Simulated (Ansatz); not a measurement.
`C[CH](F)[AlH2]` + CH₃OH → `COC(C)F` + `[AlH3]` at 500 K and 1 bar (substitution at a C–Al bond).

Gas-phase electronic energies from Ansatz, PBE0-D4/def2-TZVP geometries. CBS: MP2 limit from def2 TZ/QZ plus the TZ coupled-cluster correction, frozen cores. This one scheme is used for every species. One conformer a species, not always the lowest.

```json
{"species": "`C[CH](F)[AlH2]`", "CCSD(T)/CBS energy (Eh)": "-421.48707", "H − E (kJ/mol)": "225.7", "S (J/(mol·K))": "387.4"}
{"species": "CH₃OH", "CCSD(T)/CBS energy (Eh)": "-115.61712", "H − E (kJ/mol)": "157.0", "S (J/(mol·K))": "265.4"}
{"species": "`COC(C)F`", "CCSD(T)/CBS energy (Eh)": "-293.32811", "H − E (kJ/mol)": "306.8", "S (J/(mol·K))": "377.8"}
{"species": "`[AlH3]`", "CCSD(T)/CBS energy (Eh)": "-243.78045", "H − E (kJ/mol)": "68.7", "S (J/(mol·K))": "232.2"}
```

H − E and S are ideal-gas, rigid-rotor, harmonic terms from PBE0-D4/def2-TZVP, for one conformer and one mirror image of each species. 1 Eh = 2625.50 kJ/mol, R = 8.31446 J/(mol·K).

Question: By hand: ΔE, ΔH, ΔS and ΔG.

Answer: ΔE = (-293.32811) + (-243.78045) − (-421.48707) − (-115.61712) = -0.00437 Eh = -11.5 kJ/mol. Δ(H − E) = 306.8 + 68.7 − 225.7 − 157.0 = -7.2, so ΔH = -18.7 kJ/mol. ΔS = 377.8 + 232.2 − 387.4 − 265.4 = -42.8 J/(mol·K). ΔG = -18.7 − 500 × (-42.8)/1000 = 2.7 kJ/mol.

Question: By hand: the equilibrium constant, and the temperature at which ΔG would vanish if ΔH and ΔS stayed fixed.

Answer: log₁₀ K = −ΔG/(RT ln 10) = -0.3. ΔG = 0 at ΔH/ΔS = 437 K.

TΔS isn't small against ΔH here. The sign of ΔG lies within the doubt. A doubt of 5 kJ/mol in ΔE shifts log₁₀ K by 0.5 here. Other conformers and mirror images would add mixing entropy, several J/(mol·K) or more a flexible species. These are equilibria of isolated gas molecules and say nothing of rates. Largest T1 diagnostic: 0.011 (customary marks: 0.02 for closed shells, 0.045 for open ones).
